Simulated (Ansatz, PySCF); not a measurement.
This triplet is an excited state, 2.94 eV above the relaxed singlet at the level frozen-core CCSD(T)/cc-pVTZ // B3LYP-D3(BJ)/def2-TZVP (Ansatz, a first-principles code).

B3LYP has the VWN-RPA correlation part, as in Gaussian. 

Cartesian coordinates (Å):
```xyz
5

O     -1.4878     0.0752     0.4568
Ge    -0.0002     0.6887    -0.3908
O      1.4879    -0.3528    -0.2994
H     -2.0672    -0.3713    -0.1743
H      2.0673    -0.0399     0.4075
```
Charge 0, spin multiplicity 3.

What total energy, highest occupied spin orbital and dipole moment does PySCF with B3LYP-D3(BJ)/def2-TZVP give?


* **total energy**: -2228.7191 Ha
* **highest occupied spin orbital**: -4.50 eV
* **dipole moment**: 0.55 D
